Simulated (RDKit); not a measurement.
Input file for RDKit: UFF on CH4O (SMILES CO).

```python
from rdkit import Chem
from rdkit.Chem import AllChem, rdDetermineBonds

blocks = [
'''6

C    -0.20611449   -0.59770118    3.69567389
O    -0.33819690    0.72278548    3.19876118
H    -0.98209418   -1.26735530    3.30587407
H    -0.31271587   -0.54656216    4.77879862
H     0.77524923   -1.03068876    3.46765230
H    -0.24588135    0.69338326    2.23819135
''',
]
mol = None
for b in blocks:
    f = Chem.MolFromXYZBlock(b)
    rdDetermineBonds.DetermineBonds(f, charge=0)
    mol = f if mol is None else Chem.CombineMols(mol, f)
Chem.SanitizeMol(mol)
print(Chem.MolToSmiles(Chem.RemoveHs(mol)))
ff = AllChem.UFFGetMoleculeForceField(mol, vdwThresh=100.0, ignoreInterfragInteractions=False)
e = ff.CalcEnergy()
print(f'UFF energy {e:.6f} kcal/mol')
```

Output:

```
CO
UFF energy 2.162828 kcal/mol
```

The run finished.

Cost: about 0.010 core-seconds (a rough figure).
